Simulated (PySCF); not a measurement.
Estimate the missing entries of this data sheet.

Species: C8H4FN.
Structure used (PBE0-D3(BJ)/def2-SVP), in Å, numbered top down from 1:
```xyz
14
C8H4FN angstrom
N     -1.4120    3.3922   -0.2710
C     -0.9951    2.3141   -0.1893
C     -0.4629    0.9934   -0.0811
C     -1.2992   -0.1517   -0.1197
F     -2.6024    0.0334   -0.2693
C     -0.8203   -1.4564   -0.0090
C      0.5518   -1.7267    0.1498
C      1.3403   -0.5958    0.1801
C      0.8706    0.6638    0.0734
C      2.3442    0.5079    0.2336
H     -1.5556   -2.2626   -0.0499
H      0.9158   -2.7529    0.2383
H      2.9975    0.6907   -0.6322
H      2.8108    0.7763    1.1926
```

| property | level | value |
| --- | --- | --- |
| point group | PBE0-D3(BJ)/def2-SVP | Cs |
| rotational constants A, B, C | PBE0-D3(BJ)/def2-SVP | ? |
| dipole moment | PBE0/def2-SVPD | 5.42 D |
| HOMO energy | PBE0/def2-SVPD | ? |
| LUMO energy | PBE0/def2-SVPD | ? |
| lowest singlet excitation | TDDFT PBE0/def2-SVPD | 4.67 eV (266 nm, f = 0.081) |
| strongest line among the 6 lowest singlet transitions | TDDFT PBE0/def2-SVPD | ? |
| static isotropic polarisability | PBE0/def2-SVPD | ? |
| electronic spatial extent ⟨r²⟩ about the centre of nuclear charge | PBE0/def2-SVPD | 1295 bohr² |

Electronic properties: PySCF, gas phase, density fitting.

Q: What is the static isotropic polarisability?

A: 95.5 au.

Q: Give the strongest line among the 6 lowest singlet transitions.

A: S4 at 6.20 eV (200 nm, f = 0.371).

Q: Give the HOMO energy.

A: -7.59 eV.

Q: What are the rotational constants A, B, C?

A: 2.063, 1.356, 0.823 GHz.

Q: What is the LUMO energy?

A: -2.01 eV.

With B = h/(8π²I), that is 505.379 GHz u Å² over I, the principal moments of inertia are 245.0, 372.7 and 614.3 u Å² (most abundant isotopes); the inertial defect Ic − Ia − Ib is -3.4 u Å² (zero for a rigid planar frame, negative otherwise). The principal polarisabilities are 54.0, 106.5 and 125.9 au; their mean is the isotropic value. The rotational constants make it an asymmetric top with κ = (2B − A − C)/(A − C) = -0.14, nearer the prolate limit (−1). The 6 singlets span 4.67 to 6.66 eV, and their oscillator strengths add up to 0.89. No computed singlet falls in the visible range (750 to 380 nm, 1.65 to 3.26 eV); S1 lies 1.41 eV above its blue end.

For the geometry optimisation (PBE0-D3(BJ)/def2-SVP), time: 68 s wall. Hardware: one thread of an Arm Neoverse V1 (shared host).
